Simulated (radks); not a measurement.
Question: Species: Kr+. Configuration: [Ar] 3d9 4s2 4p6 (not the ground configuration). Method: scalar-relativistic Kohn-Sham, PBE, spin-unpolarised, spherical densities, finite nucleus; Fermi nuclear charge, rms radius 4.1884 fm; computed with a radial shooting solver on a logarithmic mesh with Libxc functionals. Some entries of the table are withheld. Estimate them.

orbital  occ.  eigenvalue (hartree)  <1/r> (bohr^-1)  <r^2> (bohr^2)
1s          2             -521.3720              (1)        0.002319
2s          2             -69.64210            8.164         0.03970
2p          6             -61.70127            7.983         0.03136
3s          2             -10.64714            2.725          0.3176
3p          6              -8.11189            2.576          0.3334
3d          9              -3.92971            2.320             (2)
4s          2              -1.34853           0.9020           2.509
4p          6              -0.78615           0.7602           3.511

Answer: 
(1) 1s <1/r> (bohr^-1): 36.76
(2) 3d <r^2> (bohr^2): 0.3565
